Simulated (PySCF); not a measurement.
C2H3BO2, SMILES C#CB(O)O. Atoms are numbered in the order given.

```xyz
8

B      0.0000     0.0000    -0.5066
C      0.0000     0.0000     1.0446
C      0.0000     0.0000     2.2612
H      0.0000     0.0000     3.3369
O      0.0000     1.1584    -1.2100
H      0.0000     1.9314    -0.6392
O      0.0000    -1.1584    -1.2100
H      0.0000    -1.9314    -0.6392
```
Charge 0, spin multiplicity 1.

The structure is a stationary point at PBE0-D3(BJ)/def2-SVP. Other conformers were not sampled.

Level of theory: M06-2X/def2-TZVP (PySCF).

```
Property                                                                                                        Value
---------------------------------------------------------------------------------------------  ----------------------
total energy                                                                                       -253.37933 hartree
point group                                                                                                       C2v
highest occupied level                                                                                       -9.78 eV
lowest empty level                                                                                            0.26 eV
orbital gap                                                                                                  10.04 eV
dipole moment                                                                                                  2.86 D
quadrupole, principal values (traceless, Buckingham form, about the centre of nuclear charge)  -3.94, -2.38, 6.32 D·Å
mean static polarisability                                                                       40.4 bohr³ (5.99 Å³)
polarisability, principal values                                                               27.0, 37.3, 56.9 bohr³
```
